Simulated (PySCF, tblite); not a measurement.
Isomers of C4H11PSi. Calculated harmonic vibrations of the isolated species, GFN2-xTB (tblite), most abundant isotopes, no scaling. The method is semi-empirical: single wavenumbers can be off by several per cent or more. Modes of hydrogen on phosphorus and silicon can be 10 to 20 % off. One conformer each.

Electronic energies: PBE0/pcSseg-1 single points on the GFN2-xTB geometries (PySCF, gas phase).

```csv
SMILES,"electronic energy, lowest = 0 (kJ/mol)"
[SiH3]PC1CCC1,103.9
C=CCP(C)[SiH3],91.4
C1CPCC[SiH2]1,0.0
C=CCPC[SiH3],114.5
C=CP(C)C[SiH3],102.9
```

Question: How do GFN2-xTB zero-point energies change the relative energies?

Answer: 
```json
{"SMILES": "C1CPCC[SiH2]1", "ZPE (kJ/mol)": "356.1", "of it from modes above 1550 cm⁻¹": "180.9", "electronic (kJ/mol)": "0.0", "with ZPE, lowest = 0 (kJ/mol)": "0.0", "lowest mode (cm⁻¹)": "105", "rings": "1"}
{"SMILES": "C=CCP(C)[SiH3]", "ZPE (kJ/mol)": "342.7", "of it from modes above 1550 cm⁻¹": "194.9", "electronic (kJ/mol)": "91.4", "with ZPE, lowest = 0 (kJ/mol)": "78.1", "lowest mode (cm⁻¹)": "52", "rings": "0"}
{"SMILES": "C=CP(C)C[SiH3]", "ZPE (kJ/mol)": "340.8", "of it from modes above 1550 cm⁻¹": "194.6", "electronic (kJ/mol)": "102.9", "with ZPE, lowest = 0 (kJ/mol)": "87.6", "lowest mode (cm⁻¹)": "70", "rings": "0"}
{"SMILES": "[SiH3]PC1CCC1", "ZPE (kJ/mol)": "349.7", "of it from modes above 1550 cm⁻¹": "179.3", "electronic (kJ/mol)": "103.9", "with ZPE, lowest = 0 (kJ/mol)": "97.6", "lowest mode (cm⁻¹)": "64", "rings": "1"}
{"SMILES": "C=CCPC[SiH3]", "ZPE (kJ/mol)": "337.9", "of it from modes above 1550 cm⁻¹": "190.0", "electronic (kJ/mol)": "114.5", "with ZPE, lowest = 0 (kJ/mol)": "96.3", "lowest mode (cm⁻¹)": "41", "rings": "0"}
```

The zero-point energies span 18.2 kJ/mol, from `C=CCPC[SiH3]` to `C1CPCC[SiH2]1`. The lowest isomer stays, but the order above it changes.

Question: And how do the electronic energies of GFN2-xTB itself compare?

Answer: `C1CPCC[SiH2]1` 0.0; `C=CCP(C)[SiH3]` 63.8; `C=CP(C)C[SiH3]` 95.5; `[SiH3]PC1CCC1` 7.3; `C=CCPC[SiH3]` 95.5 kJ/mol, lowest = 0. Against the energies above, taken from the same isomer `C1CPCC[SiH2]1`, the largest difference is 96.6 kJ/mol.

Question: What do entropy and thermal enthalpy add at 298.15 K and 1 bar (rigid rotor, harmonic oscillator, one conformer each)?

Answer: 
```csv
SMILES,point group,symmetry number,S (J/(mol K)),H − H(0) (kJ/mol),ZPE + H − H(0) − TS (kJ/mol)
C1CPCC[SiH2]1,Cs,1,353.4,22.48,273.2
C=CCP(C)[SiH3],C1,1,408.7,28.93,249.8
C=CP(C)C[SiH3],C1,1,399.2,28.30,250.1
[SiH3]PC1CCC1,C1,1,383.1,25.05,260.6
C=CCPC[SiH3],C1,1,411.1,28.16,243.5
```
